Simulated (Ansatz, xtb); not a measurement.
# Relative energy of two structures of GeH5NSi

Structure I: a singlet given by its coordinates. Structure II: a singlet given by its coordinates. Both are isolated molecules in the gas phase, relaxed with PBE0-D3(BJ)/def2-SVP.

I (Å):

```xyz
8

Ge   -2.8043   -1.9912   -0.9974
N    -1.9067   -0.5169   -0.3690
Si   -1.2422   -0.1240    1.2074
H    -1.8936    1.0958    1.7818
H     0.2251    0.1603    1.1157
H    -1.4751   -1.2876    2.1061
H    -1.7795    0.2048   -1.0777
H    -2.7359   -2.7503    0.4107
```

Close contacts (Å): Ge1–N2 1.84, N2–Si3 1.76, Ge1–H8 1.60, N2–H7 1.02, Si3–H4 1.50, Si3–H5 1.50, Si3–H6 1.49.

II (Å):

```tsv
atom	x (Å)	y (Å)	z (Å)
Ge	-0.6581	-2.0976	-0.8697
N	-1.3546	-1.5144	0.7228
Si	-2.1561	0.0179	1.0338
H	-2.5559	0.0564	2.4755
H	-1.2471	1.1696	0.7561
H	-1.2647	-2.1524	1.5099
H	-3.3789	0.1697	0.1903
H	-1.0944	-0.7443	-1.6185
```

Close contacts (Å): Ge1–N2 1.83, N2–Si3 1.76, Ge1–H8 1.61, N2–H6 1.02, Si3–H4 1.50, Si3–H5 1.49, Si3–H7 1.49.

Problem. Which of the two would you expect CCSD(T)/def2-TZVP electronic energies to favour?

Solution. Too close to call at this level: CCSD(T)/def2-TZVP gives E(II) − E(I) = −0.11 kcal/mol.

Level by level:

```json
{"level": "PBE0-D3(BJ)/def2-SVP", "geometry": "PBE0-D3(BJ)/def2-SVP", "E(II) − E(I) (kcal/mol)": "0.00", "departure from the last row (kcal/mol)": "+0.12", "job, with rough time for the two": "optimisation, 65 s"}
{"level": "HF/def2-TZVP", "geometry": "PBE0-D3(BJ)/def2-SVP", "E(II) − E(I) (kcal/mol)": "−0.13", "departure from the last row (kcal/mol)": "−0.02", "job, with rough time for the two": "part of the CCSD(T) run"}
{"level": "MP2/def2-TZVP", "geometry": "PBE0-D3(BJ)/def2-SVP", "E(II) − E(I) (kcal/mol)": "−0.14", "departure from the last row (kcal/mol)": "−0.03", "job, with rough time for the two": "part of the CCSD(T) run"}
{"level": "CCSD(T)/def2-TZVP", "geometry": "PBE0-D3(BJ)/def2-SVP", "E(II) − E(I) (kcal/mol)": "−0.11", "departure from the last row (kcal/mol)": "", "job, with rough time for the two": "single point, 87 s"}
```

The largest departure from CCSD(T)/def2-TZVP is that of PBE0-D3(BJ)/def2-SVP, 0.12 kcal/mol. Levels run at GFN2-xTB geometries aren't shown.

With harmonic frequencies from PBE0-D3(BJ)/def2-SVP (ideal gas, rigid rotor, one conformer each, 298.15 K, 1 atm): on the last row, ΔE + ΔZPE = −0.15, ΔH = −0.13, ΔG = −0.09 kcal/mol.

The correlated steps freeze 15 core orbitals; the filled d shell of Ge is correlated, in a basis made for valence electrons. Mirror images aren't counted in ΔG. Codes used: Ansatz 0.2.0; the last row on 2 threads of AMD EPYC 7R43 64-Core Processor (Zen 3) on a shared host.
